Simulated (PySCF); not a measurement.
A structure optimised at PBE-D3(BJ)/def2-SVP, used in a PySCF frequency run:

```xyz
15

C     -1.6732    -1.6373    -0.6692
Si    -0.7539    -0.0827    -0.2100
C     -1.5638     0.9416     1.1266
F     -0.6281     0.8678    -1.5490
O      0.7982    -0.5095     0.2389
Si     2.2757     0.2000     0.5854
H     -2.6991    -1.4037    -1.0185
H     -1.1440    -2.1762    -1.4803
H     -1.7505    -2.3186     0.2021
H     -0.9719     1.8556     1.3360
H     -1.6497     0.3648     2.0697
H     -2.5822     1.2574     0.8222
H      3.0829     0.3790    -0.6698
H      2.0827     1.5440     1.2404
H      3.0160    -0.7048     1.5275
```

Write its SMILES and formula.

C[Si](C)(F)O[SiH3], C2H9FOSi2

What are its rotational constants (standard atomic weights)?

3.2195, 1.3372, 1.2952 GHz
